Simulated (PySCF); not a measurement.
**Worked example: chemical shift, span and skew from a shielding tensor**

C₄H₈ClF, SMILES CCC[C@@H](F)Cl. Atoms are numbered in the order given.

```xyz
14

C     -3.1265    -0.2531     0.1939
C     -1.7088    -0.8197     0.1513
C     -0.6390     0.2753     0.1815
C      0.7664    -0.2820     0.1235
F      0.9466    -0.9956    -1.0257
Cl     1.9904     1.0455     0.1807
H     -3.3154     0.4101    -0.6661
H     -3.2953     0.3370     1.1098
H     -3.8797    -1.0557     0.1691
H     -1.5702    -1.4258    -0.7587
H     -1.5546    -1.5049     1.0043
H     -0.7285     0.8812     1.0976
H     -0.7643     0.9634    -0.6711
H      0.9987    -0.9418     0.9735
```

Geometry optimised at B3LYP-D3(BJ)/def2-SVP. The structure was generated by enumeration; whether it is a known compound was not checked. The values are those of a single conformer.

GIAO shieldings from PySCF with PBE0/pcSseg-1, non-relativistic, no solvent. The symmetric part of the tensor of C4 has the principal values 37.2, 77.4, 102.8 ppm. The same nucleus in TMS has σ = 186.3 ppm at this level (PySCF, at its B3LYP-D3(BJ)/def2-TZVP geometry). Without spin–orbit terms, shifts of atoms bonded to Cl or Br come out too high.

### Question
Work out the isotropic shielding, the ¹³C shift against TMS, the span and the skew.

### Answer

σ(iso) = (σ11 + σ22 + σ33)/3 = 72.5 ppm. δ = σ(ref) − σ(iso) = 186.3 − (72.5) = 113.8 ppm.
Span Ω = σ33 − σ11 = 65.6 ppm. Skew κ = 3(σ(iso) − σ22)/Ω = -0.23. Tumbling in solution averages the tensor to δ; in a static solid the shielding alone would spread this spin-1/2 line over Ω.
